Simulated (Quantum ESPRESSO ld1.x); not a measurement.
Task: All-electron atom: the argon ion Ar5+ in [Ne] 3p1 4f2 (not the ground configuration). Calculated with ld1.x of Quantum ESPRESSO 7.5: scalar-relativistic Kohn-Sham, exchange-only LDA, spin-polarised, spherical densities, point nucleus; open shells are filled with parallel spins first. Some entries of the table are withheld. Estimate them.

orbital,occ.,eigenvalue (hartree),<r^2> (bohr^2),<r> (bohr)
1s up,1,-118.725,0.009929,0.08592
1s down,1,-118.711,0.009928,0.08591
2s up,1,-15.0108,0.2010,0.4119
2s down,1,-14.9894,0.2001,0.4111
2p up,3,-12.6172,0.1718,0.3723
2p down,3,-12.5928,0.1707,0.3715
3s up,0,-4.15792,1.568,1.173
3s down,0,-3.87930,1.525,1.156
3p up,1,-3.54072,1.705,(1)
3p down,0,-3.25903,1.653,(2)
3d up,0,(3),1.817,1.247
3d down,0,(4),1.718,1.209
4f up,2,-1.13209,(5),2.586
4f down,0,-0.87982,(6),2.949

Result: 
(1) 3p up <r> (bohr): 1.216
(2) 3p down <r> (bohr): 1.195
(3) 3d up eigenvalue (hartree): -2.66166
(4) 3d down eigenvalue (hartree): -2.39799
(5) 4f up <r^2> (bohr^2): 7.500
(6) 4f down <r^2> (bohr^2): 9.883
